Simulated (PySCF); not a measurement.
C3H7FOSi.

```xyz
13

C     -2.5680    -0.1523    -0.2200
C     -1.1395    -0.5687     0.0526
F     -0.6743    -1.3501    -1.0291
Si     0.1496     0.8342     0.1826
C      1.8977     0.0034     0.2022
O      2.8384     0.4674     0.8069
H     -2.6335     0.4765    -1.1215
H     -3.2034    -1.0398    -0.3710
H     -2.9718     0.4184     0.6315
H     -1.1003    -1.2148     0.9512
H     -0.0299     1.6781     1.3995
H      0.0486     1.6699    -1.0525
H      2.0165    -0.9495    -0.3952
```

Geometry: r2SCAN-D4/def2-SVP. The structure was generated by enumeration; whether it is a known compound was not checked. One conformer was computed; it need not be the lowest.

Level of theory: B3LYP/pcSseg-1 run with PySCF. Non-relativistic, no solvent.

### Question
Give the absolute GIAO shielding of each atom: isotropic value and principal components (ppm). (Estimate from the structure and the level; the computed values follow.)

### Answer

```json
[
 {"atom": "C1", "σ(iso)": "157.5", "σ11": "140.9", "σ22": "154.9", "σ33": "176.8", "span": "35.9"},
 {"atom": "C2", "σ(iso)": "90.1", "σ11": "43.0", "σ22": "62.4", "σ33": "164.8", "span": "121.8"},
 {"atom": "F3", "σ(iso)": "401.1", "σ11": "367.5", "σ22": "388.8", "σ33": "447.0", "span": "79.4"},
 {"atom": "Si4", "σ(iso)": "394.7", "σ11": "366.2", "σ22": "369.3", "σ33": "448.7", "span": "82.4"},
 {"atom": "C5", "σ(iso)": "-64.4", "σ11": "-181.1", "σ22": "-96.8", "σ33": "84.6", "span": "265.7"},
 {"atom": "O6", "σ(iso)": "-633.1", "σ11": "-1721.3", "σ22": "-577.6", "σ33": "399.5", "span": "2120.8"},
 {"atom": "H7", "σ(iso)": "29.7", "σ11": "26.4", "σ22": "28.4", "σ33": "34.3", "span": "7.9"},
 {"atom": "H8", "σ(iso)": "29.2", "σ11": "25.6", "σ22": "27.0", "σ33": "35.1", "span": "9.5"},
 {"atom": "H9", "σ(iso)": "30.2", "σ11": "26.6", "σ22": "28.1", "σ33": "35.9", "span": "9.3"},
 {"atom": "H10", "σ(iso)": "26.3", "σ11": "23.7", "σ22": "25.8", "σ33": "29.4", "span": "5.7"},
 {"atom": "H11", "σ(iso)": "27.6", "σ11": "24.4", "σ22": "26.2", "σ33": "32.3", "span": "7.9"},
 {"atom": "H12", "σ(iso)": "27.4", "σ11": "24.8", "σ22": "26.6", "σ33": "30.9", "span": "6.2"},
 {"atom": "H13", "σ(iso)": "19.2", "σ11": "13.9", "σ22": "19.3", "σ33": "24.5", "span": "10.6"}
]
```
